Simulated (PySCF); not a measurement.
Method: PBE-D3(BJ)/def2-TZVP // PBE0-D3(BJ)/def2-SVP run with PySCF. Gas-phase values, no solvent. One relaxed conformer stands for a flexible species; it need not be the lowest. Excitations are Tamm–Dancoff values on a coarser integration grid. The basis has no diffuse functions, so Rydberg states are missing or too high.

Reference species (SMILES): `C[O][Ge]([OH])([OH])[OH]` (neutral, multiplicity 1).

```
Item               Result
---------------  --------
LUMO             -1.18 eV
S1–T1 gap (TDA)   0.22 eV
HOMO–LUMO gap     5.45 eV
```

Changed species: `[OH][Ge]([OH])([OH])[OH]` (0 of 4 OH replaced by OCH3; the reference has 1 of 4 OH replaced by OCH3).

Question: What does the change do to the LUMO, S1–T1 gap (TDA) and HOMO–LUMO gap?

Answer: the LUMO falls by 0.09 eV, to -1.27 eV; the S1–T1 gap (TDA) rises by 0.09 eV, to 0.31 eV; the HOMO–LUMO gap goes up by 0.69 eV, to 6.14 eV.
